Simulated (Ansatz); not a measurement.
`[GaH2][SeH]` + H₂Se → `[SeH][SeH]` + `[GaH3]`  (ligand exchange at the Se–Ga bond)

Program: Ansatz. Geometries: PBE0-D4/def2-TZVP. ΔE: electronic, gas phase. CCSD(T)/CBS adds triple-zeta CCSD(T) − MP2 to the extrapolated MP2 energy (def2 sets, frozen cores). DFT in def2-TZVPP. For Ga, Se outer-core shells are correlated without core-valence functions, which leaves a few kJ/mol of doubt a bond. Scalar relativity is left out up to krypton.

```csv
level,ΔE (kJ/mol)
PBE-D4,113.9
ωB97M-V,116.7
r2SCANh,122.8
MP2/CBS(def2),128.1
```

Question: What does CCSD(T)/CBS give? (Best estimate.)

Answer: The calculation gave: +125.4 kJ/mol. The listed levels differ from it by -11.5, -8.7, -2.6, 2.7 kJ/mol.

Largest T1 diagnostic among the species: 0.013.

Leaving LDA and LC-ωPBE aside and taking each functional with its dispersion term where it has one, the values, not all of them listed here, spread over 15.8 kJ/mol, from BLYP-D4 to PBE-QIDH. LDA lies +7.9 kJ/mol from PBE without D4. From PBE to PBE0 (25 % exact exchange), in def2-TZVPP and without D4, ΔE moves by +4.0 kJ/mol. In def2-TZVPP, CCSD(T) changes the Hartree–Fock value by +4.9 kJ/mol (the triples alone add +0.1 kJ/mol) and MP2 by +7.6 kJ/mol.
